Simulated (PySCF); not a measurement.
**How methods differ on the interval between two levels of As**

As [Ar] 3d10 4s2 4p3 [4S3/2, M_J = 3/2] → As [Ar] 3d10 4s2 4p2 4d1 [4F9/2, M_J = 9/2], as a difference of total energies. Computed with PySCF 2.14 in x2c-TZVPall-2c with one added diffuse shell each of s, p, d type (7s8p5d1f, 63 functions), with the two-component X2C-1e Hamiltonian. Correlated levels: [Ne] frozen. "Screened" scales the spin-orbit matrix elements by Boettger's factors to mimic the two-electron term; Breit and QED terms are absent.

```json
{"method": "GHF (spin-free)", "interval between two levels (cm⁻¹)": "67140"}
{"method": "GMP2 (spin-free)", "interval between two levels (cm⁻¹)": "70747"}
{"method": "GHF (screened spin-orbit)", "interval between two levels (cm⁻¹)": "67908"}
{"method": "GMP2 (screened spin-orbit)", "interval between two levels (cm⁻¹)": "71555"}
```

The labels give the starting determinants; with spin-orbit coupling the two ends relaxed to ⟨J²⟩ = 3.75, ⟨L²⟩ = 0.01, ⟨S²⟩ = 3.74 and ⟨J²⟩ = 24.76, ⟨L²⟩ = 12.10, ⟨S²⟩ = 3.72.

The promoted electron is Rydberg-like, and one or two diffuse shells describe it only roughly, which tends to raise the upper state.
